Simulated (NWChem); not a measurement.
All runs are NWChem calculations. System: H2O2Zn, charge 0, spin multiplicity 1, displaced from the optimised geometry. The structure started from a generated list of species.

The NWChem input:

```
start mol
memory heap 200 mb stack 900 mb global 1100 mb
geometry units angstroms nocenter noautoz
  Zn     0.000000     0.000000     0.018823
  O     -1.805115     0.000000    -0.127116
  H     -2.282402     0.000000     0.734589
  O      1.805115     0.000000    -0.127116
  H      2.282402     0.000000     0.734589
  symmetry group C2v
end
basis spherical
  * library def2-tzvp
end
dft
  xc slater vwn_5
  semidirect memsize 60000000 filesize 0
  iterations 100
  convergence nodiis damp 40
end
task dft gradient
```

The output up to the point where the run's verdict is printed (cleaned and shortened):

```
             Northwest Computational Chemistry Package (NWChem) 7.3.0
             --------------------------------------------------------

                                NWChem Input Module
                                -------------------

 Scaling coordinates for geometry "geometry" by  1.889725989
 (inverse scale =  0.529177249)

 Turning off AUTOSYM since
 SYMMETRY directive was detected!

                             Geometry "geometry" -> ""
                             -------------------------

 Output coordinates in angstroms (scale by  1.889725989 to convert to a.u.)

  No.       Tag          Charge          X              Y              Z
 ---- ---------------- ---------- -------------- -------------- --------------
    1 Zn                  30.0000     0.00000000     0.00000000     0.01882300
    2 O                    8.0000    -1.80511500     0.00000000    -0.12711600
    3 H                    1.0000    -2.28240200     0.00000000     0.73458900
    4 O                    8.0000     1.80511500     0.00000000    -0.12711600
    5 H                    1.0000     2.28240200     0.00000000     0.73458900

 Effective nuclear repulsion energy (a.u.)     173.6490686438

            Nuclear Dipole moment (a.u.)
            ----------------------------
        X                 Y               Z
 ---------------- ---------------- ----------------
     0.0000000000     0.0000000000     0.0000226767

      Symmetry information
      --------------------

 Group name             C2v
 Group number             16
 Group order               4
 No. of unique centers     3

      Symmetry unique atoms

     1    2    3


 Summary of "ao basis" -> "" (spherical)
 ------------------------------------------------------------------------------
       Tag                 Description            Shells   Functions and Types
 ---------------- ------------------------------  ------  ---------------------
 *                         def2-tzvp                  on all atoms

                                 NWChem DFT Module
                                 -----------------
[...]
 d= 0,ls=0.5         52  -1775.8164515955 -7.38D+01  3.08D-01               6.2
 d= 0,ls=0.5         53  -1702.0152410960  7.38D+01  3.08D-01               6.3
 d= 0,ls=0.5         54  -1775.8164515955 -7.38D+01  3.08D-01               6.4
 d= 0,ls=0.5         55  -1702.0152410960  7.38D+01  3.08D-01               6.5
 d= 0,ls=0.5         56  -1775.8164515955 -7.38D+01  3.08D-01               6.6
 d= 0,ls=0.5         57  -1702.0152410960  7.38D+01  3.08D-01               6.7
 d= 0,ls=0.5         58  -1775.8164515955 -7.38D+01  3.08D-01               6.8
 d= 0,ls=0.5         59  -1702.0152410960  7.38D+01  3.08D-01               6.8
 d= 0,ls=0.5         60  -1775.8164515955 -7.38D+01  3.08D-01               6.9
 d= 0,ls=0.5         61  -1702.0152410960  7.38D+01  3.08D-01               7.0
 d= 0,ls=0.5         62  -1775.8164515955 -7.38D+01  3.08D-01               7.1
 d= 0,ls=0.5         63  -1702.0152410960  7.38D+01  3.08D-01               7.2
 d= 0,ls=0.5         64  -1775.8164515955 -7.38D+01  3.08D-01               7.3
 d= 0,ls=0.5         65  -1702.0152410960  7.38D+01  3.08D-01               7.4
 d= 0,ls=0.5         66  -1775.8164515955 -7.38D+01  3.08D-01               7.4
 d= 0,ls=0.5         67  -1702.0152410960  7.38D+01  3.08D-01               7.5
 d= 0,ls=0.5         68  -1775.8164515955 -7.38D+01  3.08D-01               7.6
 d= 0,ls=0.5         69  -1702.0152410960  7.38D+01  3.08D-01               7.7
 d= 0,ls=0.5         70  -1775.8164515955 -7.38D+01  3.08D-01               7.8
 d= 0,ls=0.5         71  -1702.0152410960  7.38D+01  3.08D-01               7.9
 d= 0,ls=0.5         72  -1775.8164515955 -7.38D+01  3.08D-01               8.0
 d= 0,ls=0.5         73  -1702.0152410960  7.38D+01  3.08D-01               8.0
 d= 0,ls=0.5         74  -1775.8164515955 -7.38D+01  3.08D-01               8.1
 d= 0,ls=0.5         75  -1702.0152410960  7.38D+01  3.08D-01               8.2
 d= 0,ls=0.5         76  -1775.8164515955 -7.38D+01  3.08D-01               8.3
 d= 0,ls=0.5         77  -1702.0152410960  7.38D+01  3.08D-01               8.4
 d= 0,ls=0.5         78  -1775.8164515955 -7.38D+01  3.08D-01               8.5
 d= 0,ls=0.5         79  -1702.0152410960  7.38D+01  3.08D-01               8.6
 d= 0,ls=0.5         80  -1775.8164515955 -7.38D+01  3.08D-01               8.7
 d= 0,ls=0.5         81  -1702.0152410960  7.38D+01  3.08D-01               8.7
 d= 0,ls=0.5         82  -1775.8164515955 -7.38D+01  3.08D-01               8.8
 d= 0,ls=0.5         83  -1702.0152410960  7.38D+01  3.08D-01               8.9
 d= 0,ls=0.5         84  -1775.8164515955 -7.38D+01  3.08D-01               9.0
 d= 0,ls=0.5         85  -1702.0152410960  7.38D+01  3.08D-01               9.1
 d= 0,ls=0.5         86  -1775.8164515955 -7.38D+01  3.08D-01               9.2
 d= 0,ls=0.5         87  -1702.0152410960  7.38D+01  3.08D-01               9.3
 d= 0,ls=0.5         88  -1775.8164515955 -7.38D+01  3.08D-01               9.3
 d= 0,ls=0.5         89  -1702.0152410960  7.38D+01  3.08D-01               9.4
 d= 0,ls=0.5         90  -1775.8164515955 -7.38D+01  3.08D-01               9.5
 d= 0,ls=0.5         91  -1702.0152410960  7.38D+01  3.08D-01               9.6
 d= 0,ls=0.5         92  -1775.8164515955 -7.38D+01  3.08D-01               9.7
 d= 0,ls=0.5         93  -1702.0152410960  7.38D+01  3.08D-01               9.8
 d= 0,ls=0.5         94  -1775.8164515955 -7.38D+01  3.08D-01               9.9
 d= 0,ls=0.5         95  -1702.0152410960  7.38D+01  3.08D-01               9.9
 d= 0,ls=0.5         96  -1775.8164515955 -7.38D+01  3.08D-01              10.0
 d= 0,ls=0.5         97  -1702.0152410960  7.38D+01  3.08D-01              10.1
 d= 0,ls=0.5         98  -1775.8164515955 -7.38D+01  3.08D-01              10.2
 d= 0,ls=0.5         99  -1702.0152410960  7.38D+01  3.08D-01              10.3
 d= 0,ls=0.5        100  -1775.8164515955 -7.38D+01  3.08D-01              10.4
```

Convergence was not reached. The next line reads: Calculation failed to converge. NWChem stopped with the message: dft gradient failed.
